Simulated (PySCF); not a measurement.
Excitation energy of O⁺ by level of theory

O⁺ [He] 2s2 2p3 (4S) → O⁺ [He] 2s1 2p4 (4P), as a difference of total energies. All numbers are calculated (PySCF 2.14, scalar relativity by spin-free X2C-1e, in aug-cc-pVTZ-DK). Correlated levels: valence: 1s2 frozen. The calculations carry no spin-orbit coupling.

```tsv
method	excitation energy (eV)	error (eV)
UHF	14.989	+0.119
LDA	14.378	-0.492
PBE	14.137	-0.733
PBE0	14.440	-0.430
r2SCAN	14.120	-0.750
r2SCAN0	14.382	-0.488
M06	14.539	-0.331
B3LYP	14.437	-0.433
B97-3	14.909	+0.039
MP2 (valence)	15.030	+0.160
SCS-MP2 (valence)	15.035	+0.165
```

Reference: 14.870 eV (measured; NIST levels, between the centres of gravity of the two terms).

Errors of the correlated levels include the incompleteness of this basis and the frozen core.
